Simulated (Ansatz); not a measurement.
Input (CCSDT(Q)/def2-SVP; Ansatz, a quantum-chemistry and plane-wave program):

Ansatz 0.2 input:
```yaml
crystal:
  periodic: [false, false, false]
  atoms:
    - {symbol: Be, position_ang: [-0.00000000, -0.00000000, -0.00000000]}
    - {symbol: C, position_ang: [1.37607192, 0.17831375, -1.10425602]}
    - {symbol: H, position_ang: [1.97402477, -0.71223274, -0.90408723]}
    - {symbol: H, position_ang: [1.83067559, 1.11823989, -0.78714003]}
    - {symbol: H, position_ang: [0.90504505, 0.20428969, -2.08820070]}
    - {symbol: C, position_ang: [-1.37607192, -0.17831375, 1.10425602]}
    - {symbol: H, position_ang: [-1.84439428, -1.10619381, 0.77198962]}
    - {symbol: H, position_ang: [-1.96198862, 0.72378910, 0.92095222]}
    - {symbol: H, position_ang: [-0.90336250, -0.22789213, 2.08648613]}
basis:
  gaussian:
    orbitals: def2-SVP
total_charge: 1
magnetization: {spin_polarized: true, initial_magnetization: 1}
correlation: {method: ccsdt_q, electrons: outside_noble_gas}
```

Output:

```
Functional definition: HF
integrals: 0.09 GiB planned
1311 factors; integrals over basis functions are off by at most 2.1e-7 eV
mean field: 0.18 GiB planned
mean field evaluation 1: about -2539.8977 eV, gradient 2.3e1 eV
mean field evaluation 2: about -2539.8960 eV, gradient 2.3e1 eV
mean field evaluation 4: about -2542.8242 eV, gradient 1.8e0 eV
mean field evaluation 8: about -2542.8825 eV, gradient 6.3e-5 eV
mean field evaluation 16: about -2542.9006 eV, gradient 7.3e-2 eV
mean field evaluation 32: about -2542.8824 eV, gradient 2.3e-3 eV
mean field evaluation 64: about -2541.5994 eV, gradient 5.9e0 eV
mean field evaluation 96: about -2538.8105 eV, gradient 7.2e-3 eV
mean field -2542.90087605 eV, -93.4498835547 hartree, gradient 2.1e-6 eV, S^2 0.785413; 8 other end points of the search recorded, 0 dependent functions left out
determinant -2542.90087605 eV, -93.4498835547 hartree, with singles and doubles -2552.23673370 eV, -93.7929699952 hartree
determinant -2542.88244493 eV, -93.4492062235 hartree, with singles and doubles -2552.28235123 eV, -93.7946464084 hartree
determinant -2541.42905054 eV, -93.3957949648 hartree, with singles and doubles -2551.11594164 eV, -93.7517816468 hartree
determinant -2542.90087605 eV, -93.4498835547 hartree, with singles and doubles -2552.27287675 eV, -93.7942982278 hartree
determinant -2542.88244493 eV, -93.4492062235 hartree, with singles and doubles -2552.28265768 eV, -93.7946576704 hartree
3 core orbitals not correlated
reference -2542.88244493 eV, -93.4492062235 hartree; 8, 7 occupied and 56, 57 virtual orbitals, 1311 factors
second order -8.19849837 eV of doubles, -0.00000000 eV of singles
coupled cluster: 2.67 GiB planned
cycle   1  -8.95524688 eV  change   -9.8e-1 eV  update   8.7e-2
cycle   2  -9.52960544 eV  change   -5.7e-1 eV  update   3.9e-2
cycle   3  -9.71104401 eV  change   -1.8e-1 eV  update   2.1e-2
cycle   4  -9.69367557 eV  change    1.7e-2 eV  update   9.5e-3
cycle   5  -9.69718893 eV  change   -3.5e-3 eV  update   3.4e-3
cycle   6  -9.69964534 eV  change   -2.5e-3 eV  update   1.6e-3
cycle   7  -9.69904720 eV  change    6.0e-4 eV  update   5.8e-4
cycle   8  -9.69976821 eV  change   -7.2e-4 eV  update   2.5e-4
cycle   9  -9.69974622 eV  change    2.2e-5 eV  update   9.3e-5
cycle  10  -9.69959912 eV  change    1.5e-4 eV  update   4.1e-5
cycle  11  -9.69966129 eV  change   -6.2e-5 eV  update   1.7e-5
cycle  12  -9.69966114 eV  change    1.4e-7 eV  update   7.5e-6
cycle  13  -9.69967027 eV  change   -9.1e-6 eV  update   3.7e-6
cycle  14  -9.69966926 eV  change    1.0e-6 eV  update   1.7e-6
cycle  15  -9.69966776 eV  change    1.5e-6 eV  update   8.1e-7
coupled cluster: 2.67 GiB planned
perturbative correction -0.01477800 eV, -0.0005430817 hartree
WARN: these amplitudes may be one of several solutions (largest doubles amplitude 0.08, level shift 1.06 eV)
Total energy: -2552.59689070 eV, -93.8062055208 hartree
```

The determinant is spin-contaminated: <S^2> is 0.83, 0.08 over the pure value. The run finds its determinant to be a saddle point of the SCF energy.

The run carries these doubts: other roots.
